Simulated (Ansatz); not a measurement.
`[NH2][Sn][SH]` + `[F][Sn]([F])([F])[Br]` → `[NH2][Sn][Br]` + `[F][Sn]([F])([F])[SH]`  (redistribution)

Gas-phase electronic energies from Ansatz, PBE0-D4/def2-TZVP geometries. CCSD(T)/CBS adds triple-zeta CCSD(T) − MP2 to the extrapolated MP2 energy (def2 sets, frozen cores). Functionals use def2-TZVPP. B3LYP here is the variant with VWN-RPA as its local correlation; programs differ in this. Elements past krypton have def2 core potentials. For Br, Sn outer-core shells are correlated without core-valence functions, which leaves a few kJ/mol of doubt a bond. Scalar relativity is left out up to krypton. Each species was taken in one conformer, which may not be the lowest.

```tsv
level	ΔE (eV)
B3LYP	-0.30
RPA@PBE/def2-TZVPP	-0.25
CCSD/def2-SVP	-0.30
CCSD(T)/def2-SVP	-0.29
SCS-MP2/def2-TZVPP	-0.27
CCSD/def2-TZVPP	-0.27
SCS-MP2/def2-QZVPP	-0.26
MP2/CBS(def2)	-0.27
```

Problem. What does CCSD(T)/CBS give? (Estimate.)

Solution. Computed: -0.26 eV. The listed levels differ from it by -0.04, 0.01, -0.04, -0.03, -0.01, -0.01, 0.00, -0.01 eV.

Largest T1 diagnostic among the species: 0.016.

Leaving LDA and LC-ωPBE aside and taking each functional with its dispersion term where it has one, the values, not all of them listed here, spread over 0.03 eV, from CAM-B3LYP-D4 to r2SCAN-D4. At CCSD(T), def2-SVP lies −0.03 eV from the extrapolated value and def2-TZVPP −0.00 eV.
